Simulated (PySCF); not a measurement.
C₂H₄ClNSi, SMILES N1=C[Si@@H](C1)Cl.

Geometry optimised at PBE0-D3(BJ)/def2-SVP. The structure was generated by enumeration; whether it is a known compound was not checked.

The numbers are results of TDDFT-LC-ωPBE/def2-SVPD run with PySCF 2.14.0, not measurements.

Vertical excitations. Isolated molecule, no solvent.

Computed lowest excited states:
```tsv
state	energy (eV)	λ (nm)	f	main pairs
S1	4.25	292	0.001	HOMO→LUMO 90 %
S2	6.47	192	0.001	HOMO−1→LUMO 82 %
S3	6.84	181	0.003	HOMO→LUMO+1 78 %
S4	7.20	172	0.028	HOMO→LUMO+3 57 %, HOMO−2→LUMO 14 %
S5	7.50	165	0.101	HOMO−2→LUMO 68 %
S6	7.87	157	0.012	HOMO→LUMO+2 57 %
S7	8.07	154	0.008	HOMO→LUMO+4 26 %, HOMO→LUMO+5 20 %, HOMO→LUMO+2 18 %, HOMO−1→LUMO+1 7 %
S8	8.34	149	0.014	HOMO−1→LUMO+3 52 %, HOMO−4→LUMO 14 %, HOMO−1→LUMO+1 8 %
S9	8.53	145	0.039	HOMO−3→LUMO 34 %, HOMO−1→LUMO+1 21 %, HOMO−3→LUMO+3 7 %, HOMO→LUMO+9 7 %
S10	8.59	144	0.111	HOMO−3→LUMO 24 %, HOMO−1→LUMO+1 21 %, HOMO→LUMO+4 17 %
T1	3.32	373	0	HOMO→LUMO 87 %
T2	4.51	275	0	HOMO−2→LUMO 79 %
T3	6.05	205	0	HOMO−1→LUMO 76 %
T4	6.50	191	0	HOMO→LUMO+1 78 %
```
Triplets are in the Tamm–Dancoff approximation, which puts them higher than full response would, so one can lie above its singlet here.
